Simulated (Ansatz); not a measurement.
Compare A (`CC[SiH]Cl`•) with its isomer B (`[CH2]C[SiH2]Cl`•).

Calculated with Ansatz (gas phase, PBE0-D4/def2-TZVP geometries, no zero-point term in ΔE). CCSD(T)/CBS adds triple-zeta CCSD(T) − MP2 to the extrapolated MP2 energy (def2 sets, frozen cores). DFT in def2-TZVPP. Open shells (•) are unrestricted, without spin–orbit coupling. Each species was taken in one conformer, which may not be the lowest.

Which is lower in electronic energy at CCSD(T)/CBS, and by how much? (An estimate is asked.)

Ansatz gave: A, by 37.3 kJ/mol.

Give E(B) − E(A) in kJ/mol with HF/def2-TZVPP, B2PLYP, CCSD(T)/def2-TZVPP, ωB97M-V, PBE0-D4, CCSD(T)/def2-SVP, PBE-D4. (Estimate.)

The calculation gave: HF/def2-TZVPP 16.9, B2PLYP 37.3, CCSD(T)/def2-TZVPP 37.8, ωB97M-V 34.8, PBE0-D4 43.5, CCSD(T)/def2-SVP 45.4, PBE-D4 47.8. None reverses the order clearly.

Does the order hold for the free energy at 298.15 K (harmonic terms from PBE0-D4)? (Estimate.)

The calculation gave: Yes: G(B) − G(A) = +23.8 kJ/mol, for one conformer each.

Largest T1 diagnostic: 0.012.

Leaving LDA and LC-ωPBE aside and taking each functional with its dispersion term where it has one, the values, not all of them listed here, spread over 16.6 kJ/mol, from BHLYP-D4 to PBE-D4. LDA lies +9.2 kJ/mol from PBE without D4. At CCSD(T), def2-SVP lies +8.1 kJ/mol from the extrapolated value and def2-TZVPP +0.5 kJ/mol.
